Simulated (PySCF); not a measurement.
Isomers of C4H11N3Si, mass 129.072 u with the commonest isotopes. Computed with PBE0/pcSseg-1 in PySCF (dipole) on a GFN2-xTB geometry, gas phase. One conformer each, none proved a minimum here; rigid rotors.

**Question.** Order these by dipole moment, largest first.
A. `[N:1]#[C:2][SiH2:3][CH2:4][NH:5][CH2:6][CH2:7][NH2:8]` with C2–Si3–C4–N5 -37°, Si3–C4–N5–C6 -59°, C4–N5–C6–C7 -179°, N5–C6–C7–N8 174°, C6–C7–N8–H 59° and -60°
B. `[CH:1]#[C:2][CH2:3][NH:4][Si@H:5]([NH2:6])[NH:7][CH3:8]` with C2–C3–N4–Si5 -85°, C3–N4–Si5–N6 -57°, N4–Si5–N6–H -47° and 178°, N4–Si5–N7–C8 171°
C. `[CH3:1][NH:2][Si@H:3]1[N:4]=[CH:5][CH2:6][N:7]1[CH3:8]` with C1–N2–Si3–N4 90°, N2–Si3–N4–C5 120°, N4–C5–C6–N7 -8°, C5–C6–N7–C8 175°, N2–Si3–N7–C6 -135°

**Answer.** A (4.10 D), C (1.89 D), B (1.58 D).

**Question.** Order these by rotational constant C, largest first.
A. `[CH:1]#[C:2][CH2:3][NH:4][Si@H:5]([NH2:6])[NH:7][CH3:8]` with C2–C3–N4–Si5 -85°, C3–N4–Si5–N6 -57°, N4–Si5–N6–H -47° and 178°, N4–Si5–N7–C8 171°
B. `[CH3:1][NH:2][Si@H:3]1[N:4]=[CH:5][CH2:6][N:7]1[CH3:8]` with C1–N2–Si3–N4 90°, N2–Si3–N4–C5 120°, N4–C5–C6–N7 -8°, C5–C6–N7–C8 175°, N2–Si3–N7–C6 -135°
C. `[N:1]#[C:2][SiH2:3][CH2:4][NH:5][CH2:6][CH2:7][NH2:8]` with C2–Si3–C4–N5 -37°, Si3–C4–N5–C6 -59°, C4–N5–C6–C7 -179°, N5–C6–C7–N8 174°, C6–C7–N8–H 59° and -60°

**Answer.** B (994.9 MHz), A (760.8 MHz), C (713.0 MHz).

**Question.** Order these by rotational constant A, largest first.
A. `[N:1]#[C:2][SiH2:3][CH2:4][NH:5][CH2:6][CH2:7][NH2:8]` with C2–Si3–C4–N5 -37°, Si3–C4–N5–C6 -59°, C4–N5–C6–C7 -179°, N5–C6–C7–N8 174°, C6–C7–N8–H 59° and -60°
B. `[CH3:1][NH:2][Si@H:3]1[N:4]=[CH:5][CH2:6][N:7]1[CH3:8]` with C1–N2–Si3–N4 90°, N2–Si3–N4–C5 120°, N4–C5–C6–N7 -8°, C5–C6–N7–C8 175°, N2–Si3–N7–C6 -135°
C. `[CH:1]#[C:2][CH2:3][NH:4][Si@H:5]([NH2:6])[NH:7][CH3:8]` with C2–C3–N4–Si5 -85°, C3–N4–Si5–N6 -57°, N4–Si5–N6–H -47° and 178°, N4–Si5–N7–C8 171°

**Answer.** C (3587 MHz), B (2793 MHz), A (2388 MHz).

```
          SMILES  point group  Ia (u·Å²)  Ib (u·Å²)  Ic (u·Å²)      κ  μa (D)  μb (D)  μc (D)
  N#C[SiH2]CNCCN           C1     211.60     598.17     708.78  -0.84    0.82    3.54    1.89
CN[Si@H]1N=CCN1C           C1     180.93     368.65     507.96  -0.58    0.66    1.53    0.90
C#CCN[Si@H](N)NC           C1     140.91     612.52     664.30  -0.95    1.40    0.60    0.43
```
